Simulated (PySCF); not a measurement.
Ionising KTe

M06-L; basis K x2c-SVPall, Te x2c-SVPall; spin-free X2C with a Gaussian nucleus; PySCF 2.14. Neutral (UKS): doublet (π ↑), Re = 3.198 Å, ωe = 169 cm⁻¹, De = 2.58 eV, HOMO -2.83 eV, LUMO -2.72 eV.

KTe⁺ (UKS): triplet (π ↑↑), Re = 3.704 Å, ωe = 81.9 cm⁻¹, De = 0.37 eV to K⁺ + Te. The energies at the minima are -7394.98009 hartree for KTe and -7394.76540 for KTe⁺.

(1) Work out the adiabatic ionisation energy, without and with harmonic zero-point energies (1 hartree = 27.2114 eV, 1 eV = 8065.5 cm⁻¹), and the change of the bond length.

Weak bonds: KTe⁺. Basis-set superposition, not corrected here, can be much of De in a small basis, most of all at correlated wavefunction levels. Spin–orbit coupling is left out, which matters for elements this heavy, above all for dissociation energies. For an ion De counts to the pair picked by the measured ionisation energies or electron affinities, which need not be the lowest pair at this level. States were picked by a PBE0 search and need not be the measured ground states.

Answers

(1) At M06-L: 0.21469 hartree = 5.842 eV between the minima; the zero-point term (81.9 − 169.0)/2 cm⁻¹ = -0.005 eV makes it 5.837 eV. Re changes by +50.6 pm against the neutral. The electron leaves a π orbital, and the ion is left as a loose complex of an ion and an atom.
